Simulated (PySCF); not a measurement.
C$_{2}$H$_{4}$Cl, doublet, geometry from GFN2-xTB; CCSD/3-21G run with PySCF.

PySCF was given this input:
```python
from pyscf import gto, scf, cc

mol = gto.Mole()
mol.atom = '''
    C     0.046773    0.704712   -0.204543
    C     1.515152    0.668228   -0.062843
    Cl   -0.860444   -0.685773    0.147169
    H    -0.450456    1.441492   -0.808442
    H     1.902369    1.683393    0.001158
    H     1.804676    0.114343    0.829105
    H     1.999405    0.181265   -0.919381
'''
mol.basis = '3-21g'
mol.charge = 0
mol.spin = 1
mol.verbose = 4
mol.build()

mf = scf.UHF(mol)
mf.kernel()

mycc = cc.CCSD(mf, frozen=7)
mycc.kernel()
print('E(CCSD) = %.10f' % mycc.e_tot)
```

The log (banner, timings and long lists left out):

```
PySCF version 2.14.0

[INPUT] verbose = 4
[INPUT] num. atoms = 7
[INPUT] num. electrons = 33
[INPUT] charge = 0
[INPUT] spin (= nelec alpha-beta = 2S) = 1
[INPUT] symmetry False subgroup None
[INPUT] Mole.unit = angstrom
[INPUT] Symbol           X                Y                Z      unit          X                Y                Z       unit  Magmom
[INPUT]  1 C      0.046773000000   0.704712000000  -0.204543000000 AA    0.088388160024   1.331712676694  -0.386530250697 Bohr   0.0
[INPUT]  2 C      1.515152000000   0.668228000000  -0.062843000000 AA    2.863222317087   1.262767908766  -0.118756058846 Bohr   0.0
[INPUT]  3 Cl    -0.860444000000  -0.685773000000   0.147169000000 AA   -1.626003505525  -1.295923153621   0.278109104026 Bohr   0.0
[INPUT]  4 H     -0.450456000000   1.441492000000  -0.808442000000 AA   -0.851238471167   2.724025090752  -1.527733967596 Bohr   0.0
[INPUT]  5 H      1.902369000000   1.683393000000   0.001158000000 AA    3.594956397863   3.181151730010   0.002188302852 Bohr   0.0
[INPUT]  6 H      1.804676000000   0.114343000000   0.829105000000 AA    3.410343383576   0.216076954261   1.566781378508 Bohr   0.0
[INPUT]  7 H      1.999405000000   0.181265000000  -0.919381000000 AA    3.778327862086   0.342541205969  -1.737378294129 Bohr   0.0

nuclear repulsion = 95.6930647835924
number of shells = 25
number of NR pGTOs = 69
number of NR cGTOs = 39
basis = 3-21g
ecp = {}

******** <class 'pyscf.scf.uhf.UHF'> ********
method = UHF
initial guess = minao
damping factor = 0
level_shift factor = 0
DIIS = <class 'pyscf.scf.diis.CDIIS'>
diis_start_cycle = 1
diis_space = 8
diis_damp = 0
SCF conv_tol = 1e-09
SCF conv_tol_grad = None
SCF max_cycles = 50
direct_scf = True
direct_scf_tol = 1e-13
number electrons alpha = 17  beta = 16
Set gradient conv threshold to 3.16228e-05
init E= -534.896349606336

cycle= 1 E= -534.824333543189  delta_E= 0.072  |g|= 0.238  |ddm|= 1.75
cycle= 2 E= -534.864209262602  delta_E= -0.0399  |g|= 0.104  |ddm|= 0.483
cycle= 3 E= -534.870902459468  delta_E= -0.00669  |g|= 0.0319  |ddm|= 0.131
cycle= 4 E= -534.872370019304  delta_E= -0.00147  |g|= 0.0117  |ddm|= 0.0811
cycle= 5 E= -534.87265293259  delta_E= -0.000283  |g|= 0.00494  |ddm|= 0.0364
cycle= 6 E= -534.87270493131  delta_E= -5.2e-05  |g|= 0.00191  |ddm|= 0.018
cycle= 7 E= -534.872713247899  delta_E= -8.32e-06  |g|= 0.000587  |ddm|= 0.00843
cycle= 8 E= -534.872714091204  delta_E= -8.43e-07  |g|= 0.000184  |ddm|= 0.00267
cycle= 9 E= -534.872714166772  delta_E= -7.56e-08  |g|= 6.03e-05  |ddm|= 0.000837
cycle= 10 E= -534.872714174161  delta_E= -7.39e-09  |g|= 2.34e-05  |ddm|= 0.000236
cycle= 11 E= -534.872714175137  delta_E= -9.76e-10  |g|= 1.04e-05  |ddm|= 7.31e-05
Extra cycle  E= -534.872714175283  delta_E= -1.45e-10  |g|= 6.63e-06  |ddm|= 1.92e-05
converged SCF energy = -534.872714175283  <S^2> = 0.76493963  2S+1 = 2.0148842

******** <class 'pyscf.cc.uccsd.UCCSD'> ********
CC2 = 0
CCSD nocc = (np.int64(10), np.int64(9)), nmo = (32, 32)
frozen orbitals 7
max_cycle = 50
direct = 0
conv_tol = 1e-07
conv_tol_normt = 1e-06
diis_space = 6
diis_start_cycle = 0
diis_start_energy_diff = 1e+09
Init t2, MP2 energy = -0.208269667835117
Init E_corr(UCCSD) = -0.208269667874844
cycle = 1  E_corr(UCCSD) = -0.228794998034953  dE = -0.0205253302  norm(t1,t2) = 0.0651428
cycle = 2  E_corr(UCCSD) = -0.236031294976188  dE = -0.00723629694  norm(t1,t2) = 0.0236809
cycle = 3  E_corr(UCCSD) = -0.239791725662818  dE = -0.00376043069  norm(t1,t2) = 0.0128149
cycle = 4  E_corr(UCCSD) = -0.240331742032038  dE = -0.000540016369  norm(t1,t2) = 0.00381587
cycle = 5  E_corr(UCCSD) = -0.240200076646822  dE = 0.000131665385  norm(t1,t2) = 0.00185783
cycle = 6  E_corr(UCCSD) = -0.240215015286014  dE = -1.49386392e-05  norm(t1,t2) = 0.000369063
cycle = 7  E_corr(UCCSD) = -0.240215933246468  dE = -9.17960454e-07  norm(t1,t2) = 0.000113563
cycle = 8  E_corr(UCCSD) = -0.240215619654154  dE = 3.13592315e-07  norm(t1,t2) = 4.80634e-05
cycle = 9  E_corr(UCCSD) = -0.240215330484353  dE = 2.89169801e-07  norm(t1,t2) = 2.21198e-05
cycle = 10  E_corr(UCCSD) = -0.240215185388846  dE = 1.45095507e-07  norm(t1,t2) = 8.26051e-06
cycle = 11  E_corr(UCCSD) = -0.240215093640343  dE = 9.17485025e-08  norm(t1,t2) = 3.2974e-06
cycle = 12  E_corr(UCCSD) = -0.240215014533743  dE = 7.91066006e-08  norm(t1,t2) = 1.41808e-06
cycle = 13  E_corr(UCCSD) = -0.240214989937646  dE = 2.45960968e-08  norm(t1,t2) = 6.98685e-07
UCCSD converged
E(UCCSD) = -535.1129291652203  E_corr = -0.240214989937646
E(CCSD) = -535.1129291652
```
